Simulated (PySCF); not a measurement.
GeF3Br, SMILES [F][Ge]([F])([F])[Br].

The structure is a stationary point at PBE0-D3(BJ)/def2-SVP.

Two levels are set side by side: TDDFT-PBE/def2-SVPD (PySCF) and TDDFT-M06-2X/def2-SVPD (PySCF). Vertical, same geometry. The lowest singlet is HOMO→LUMO 100 % with PBE and HOMO−1→LUMO 93 % with the other functional; states are paired by order. Differences are taken from unrounded values.

```json
[
 {"quantity": "lowest singlet excitation (eV)", "TDDFT-M06-2X": "6.58"},
 {"quantity": "lowest triplet excitation (TDA) (eV)", "TDDFT-M06-2X": "6.13"},
 {"quantity": "first bright state (f over 0.05) (eV)", "TDDFT-M06-2X": "8.97"},
 {"quantity": "its oscillator strength", "TDDFT-M06-2X": "0.17"}
]
```

Question: What does TDDFT-PBE give, and how far is it from TDDFT-M06-2X? (An estimate is asked for; the answer gives what the named calculation found.)

Answer: 
| quantity | TDDFT-PBE | TDDFT-PBE minus TDDFT-M06-2X |
|---|---|---|
| lowest singlet excitation (eV) | 5.42 | -1.16 |
| lowest triplet excitation (TDA) (eV) | 4.98 | -1.15 |
| first bright state (f over 0.05) (eV) | 7.38 | -1.59 |
| its oscillator strength | 0.14 | -0.03 |

Functionals without exact exchange tend to place singlet excitations lower, as here. Differences between two approximate levels are no errors against the true value.

Rough cost on one machine, each run with all the roots and properties that it gave: TDDFT-M06-2X against TDDFT-PBE about 10 times.
